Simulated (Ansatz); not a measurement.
Input file for Ansatz (a program for electronic structure): R-B3LYP-D3(BJ)/def2-TZVP on SiH4 (SMILES [SiH4]).

Ansatz 0.2 input:
```yaml
crystal:
  periodic: [false, false, false]
  atoms:
    - {symbol: Si, position_ang: [0.00000000, 0.00000000, 0.00000000]}
    - {symbol: H, position_ang: [0.85610000, 0.85610000, 0.85610000]}
    - {symbol: H, position_ang: [-0.85610000, -0.85610000, 0.85610000]}
    - {symbol: H, position_ang: [-0.85610000, 0.85610000, -0.85610000]}
    - {symbol: H, position_ang: [0.85610000, -0.85610000, -0.85610000]}
basis:
  gaussian:
    orbitals: def2-TZVP
hamiltonian:
  xc: b3lyp
  dispersion: d3bj
relax: {f_tol: 0.004, max_steps: 120}
scf: {lower_state_search: off}
```

Program output:

```
WARN ansatz: RAYON_NUM_THREADS=4 ignored (pool sized by the plan → 4); use --threads N
Functional definition: B3LYP
these checks for a lower state are left out or cut short: stability, starts, cluster_reference, orbital_swaps, neighbouring_geometries, increment
integrals: 0.01 GiB planned
437 factors; their error is unknown
mean field: 0.14 GiB planned
mean field evaluation 1: about -7942.9968 eV, gradient 1.1e1 eV
mean field evaluation 2: about -7943.3414 eV, gradient 5.0e0 eV
mean field evaluation 4: about -7943.4230 eV, gradient 9.4e-2 eV
mean field evaluation 8: about -7943.4495 eV, gradient 4.9e-4 eV
mean field -7943.44948803 eV, -291.9163844216 hartree, gradient 9.7e-7 eV, S^2 0.000000; 0 other end points of the search recorded, 0 dependent functions left out
the calculation of the forces begins
reference -7943.44969962 eV, -291.9163921974 hartree; 9, 9 occupied and 52, 52 virtual orbitals, 437 factors
relax step   1: F+E_penalty+E_count = -7943.53565621 eV  Δ(F+E_penalty+E_count) = +0.000e0 eV  max|allowed force component| = 2.625e-2 eV/Å  Δτ_max = 0.0000 Å  (12 SCF iters, accepted)
these checks for a lower state are left out or cut short: stability, starts, cluster_reference, orbital_swaps, neighbouring_geometries, increment
integrals: 0.01 GiB planned
437 factors; their error is unknown
mean field: 0.14 GiB planned
mean field evaluation 16: about -7943.4497 eV, gradient 1.0e-1 eV
mean field -7943.44968294 eV, -291.9163915846 hartree, gradient 2.5e-6 eV, S^2 0.000000; 0 other end points of the search recorded, 0 dependent functions left out
the calculation of the forces begins
reference -7943.44989445 eV, -291.9163993574 hartree; 9, 9 occupied and 52, 52 virtual orbitals, 437 factors
relax step   2: F+E_penalty+E_count = -7943.53586616 eV  Δ(F+E_penalty+E_count) = -2.099e-4 eV  max|allowed force component| = 6.715e-3 eV/Å  Δτ_max = 0.0018 Å  (10 SCF iters, accepted)
these checks for a lower state are left out or cut short: stability, starts, cluster_reference, orbital_swaps, neighbouring_geometries, increment
integrals: 0.01 GiB planned
437 factors; their error is unknown
mean field: 0.14 GiB planned
mean field -7943.44969235 eV, -291.9163919304 hartree, gradient 1.9e-6 eV, S^2 0.000000; 0 other end points of the search recorded, 0 dependent functions left out
the calculation of the forces begins
reference -7943.44990383 eV, -291.9163997022 hartree; 9, 9 occupied and 52, 52 virtual orbitals, 437 factors
relax step   3: F+E_penalty+E_count = -7943.53588077 eV  Δ(F+E_penalty+E_count) = -1.462e-5 eV  max|allowed force component| = 1.097e-5 eV/Å  Δτ_max = 0.0006 Å  (10 SCF iters, accepted)
Total energy: -7943.53609225 eV, -291.9195670682 hartree
Atom 0 at     0.000000    -0.000000    -0.000000 Å, force    -0.000000    -0.000000    -0.000000 eV/Å
Atom 1 at     0.854676     0.854676     0.854676 Å, force     0.000011     0.000011     0.000011 eV/Å
Atom 2 at    -0.854676    -0.854676     0.854676 Å, force    -0.000011    -0.000011     0.000011 eV/Å
Atom 3 at    -0.854676     0.854676    -0.854676 Å, force    -0.000011     0.000011    -0.000011 eV/Å
Atom 4 at     0.854676    -0.854676    -0.854676 Å, force     0.000011    -0.000011    -0.000011 eV/Å
Dipole moment:     0.000000    -0.000000    -0.000000 e Å
Checks for a lower state left out: stability, starts, cluster_reference, orbital_swaps, neighbouring_geometries, increment
```

Self-consistency was reached.

Cost: around 2.3 core-seconds (rough).
